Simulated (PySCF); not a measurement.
Delta-SCF ions had no search for a lower state. Excitations are Tamm–Dancoff values on a coarser integration grid. The basis has no diffuse functions, so Rydberg states are missing or too high.

H2F2Ge, SMILES `[F][GeH2][F]` (charge 0, multiplicity 1)

Level of theory: r2SCAN-D4/def2-TZVP in PySCF 2.14.0.

```yaml
HOMO: -8.88 eV
dipole_moment: 2.54 D
LUMO: -0.51 eV
HOMO–LUMO gap: 8.36 eV
S1 excitation (TDA): 8.39 eV
S1 oscillator strength: 0.000
brightest of the four lowest singlets (TDA): 9.48 eV
T1 excitation (TDA): 7.67 eV
S1–T1 gap (TDA): 0.72 eV
vertical ionisation energy (Delta-SCF): 12.32 eV
total_energy: -61986.50 eV
cost: around 2.6 core-minutes (rough)
```

```xyz
5

F      1.4354     0.8217     0.1166
Ge    -0.0105    -0.1137     0.0077
F     -1.2624     1.0466    -0.2455
H      0.0847    -0.9829    -1.2419
H     -0.2473    -0.7717     1.3631
```
Charge 0, spin multiplicity 1.
